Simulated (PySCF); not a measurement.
C6H11P.
Z-matrix (Å and degrees, GFN2-xTB geometry), rows numbered from 1:
```
C 
C   1  1.3246
P   2  1.8258  1  122.23
C   3  1.8778  2   97.27  1  -165.02
C   4  1.5331  3   92.13  2    80.38
C   5  1.5350  4   96.34  3    20.29
C   6  1.5131  3  120.13  2    45.06
H   1  1.0784  2  121.49  3     1.95
H   1  1.0789  2  122.31  3  -178.72
H   2  1.0844  1  120.62  3   176.29
H   4  1.0898  3  116.11  2   -40.74
H   4  1.0907  3  110.29  2  -165.00
H   5  1.0919  4  115.28  3   141.96
H   5  1.0905  4  111.02  3   -94.37
H   6  1.0954  3  106.41  2   170.26
H   7  1.0895  6  109.96  3  -173.40
H   7  1.0883  6  110.46  3    66.90
H   7  1.0884  6  110.97  3   -53.34
```

Method used: TDDFT CAM-B3LYP/def2-SVPD, vertical, gas phase, core orbitals frozen in the response in PySCF 2.14.0, density-fitted response routines.

Broadening: Gaussians 0.25 eV wide at half height, area fixed by f = 4.319×10⁻⁹ ∫ε dν̃. The width is an assumption, not a result. The curve ends short of the highest state used, and states not computed would add to its high-energy end.

(E (eV), ε (L mol⁻¹ cm⁻¹)): (4.65, 13), (4.74, 177), (4.82, 1004), (4.91, 3581), (5.00, 6228), (5.08, 5571), (5.17, 2493), (5.26, 544), (5.34, 77), (5.43, 9), (5.52, 91), (5.60, 690), (5.69, 3420), (5.78, 8258), (5.86, 9889), (5.95, 6144), (6.04, 1861), (6.12, 359), (6.21, 109), (6.30, 460), (6.38, 1196), (6.47, 2158), (6.56, 3847), (6.64, 7347)

Question: Locate the maxima and give the states behind the curve.

Answer: 247 nm (5.02 eV), ε about 6400, made up of S1 (100%); 212 nm (5.84 eV), ε about 10000, made up of S2 (100%) (ε in L mol⁻¹ cm⁻¹; maxima over ε = 5, shares over 10%). At its high-energy end, 6.64 eV, the curve is still rising (ε about 7300, from S4, S5 and S6). The states used: S1 5.02 eV (f 0.059); S2 5.85 eV (f 0.093); S3 6.47 eV (f 0.015); S4 6.71 eV (f 0.044); S5 6.73 eV (f 0.029); S6 6.87 eV (f 0.086); S7 7.12 eV (f 0.059); S8 7.24 eV (f 0.034).

Question: Does any computed singlet lie in the visible range?

Answer: No computed singlet lies in the visible range (380 to 750 nm); the lowest, at 247 nm, stands 1.76 eV above its violet end (3.26 eV).

Question: What would ε be at 5.84 eV, the highest of these maxima, with half the width (0.125 eV)?

Answer: About 19900 L mol⁻¹ cm⁻¹ against 9980, a factor of about 1.99; a lone state at its own centre would give exactly 2.

Question: On this curve, what absorbance would a 10⁻⁵ mol/L sample give at 222 nm over a 1 cm path?

Answer: 222 nm is 5.585 eV, where ε is about 490 L mol⁻¹ cm⁻¹, so A = ε c l ≈ 0.0049 (Beer–Lambert, with the gas-phase spectrum and the assumed width).

One conformer stands for the species.
